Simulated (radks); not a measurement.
The numbers below are computed, except where a source is named.
Problem. Ionisation of neutral neon, [Ne], to Ne+, [He] 2s2 2p5, under several functionals. Scalar-relativistic Kohn-Sham, spin-polarised, spherical densities, finite nucleus; open shells are filled with parallel spins first; a radial shooting solver on a logarithmic mesh with Libxc functionals. Known Delta-SCF values: PBE 21.969 eV; OLYP 21.954 eV; revPBE 21.893 eV. What does PBEsol give, and what is its highest occupied eigenvalue?

Solution. 21.890 eV by Delta-SCF; the 2p eigenvalue is -13.271 eV. NIST: 21.565 eV (measured).
